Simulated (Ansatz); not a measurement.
Computed with Ansatz on PBE0-D4/def2-TZVP structures; ΔE is electronic, products minus reactants. CBS: MP2 limit from def2 TZ/QZ plus the TZ coupled-cluster correction, frozen cores. DFT in def2-TZVPP. One conformer a species, not always the lowest.

Consider the isomerisation: `C[Si]1(O)C=C1` → `C#COC[SiH3]`.

```tsv
species	B2PLYP energy (Eh)
`C[Si]1(O)C=C1`	-482.45520
`C#COC[SiH3]`	-482.33975
```

(1) Work out ΔE.

Largest T1 diagnostic among the species: 0.013.

Results:

(1) ΔE = (-482.33975) − (-482.45520) = 0.11545 Eh = +72.4 kcal/mol. CCSD(T)/CBS gives +76.0 kcal/mol.

In def2-TZVPP, CCSD(T) changes the Hartree–Fock value by +4.2 kcal/mol (the triples alone add −0.1 kcal/mol) and MP2 by +7.4 kcal/mol. From r2SCAN to r2SCAN0 (25 % exact exchange), in def2-TZVPP and without D4, ΔE moves by +2.1 kcal/mol. At CCSD(T), def2-SVP lies −13.2 kcal/mol from the extrapolated value and def2-TZVPP −1.9 kcal/mol.
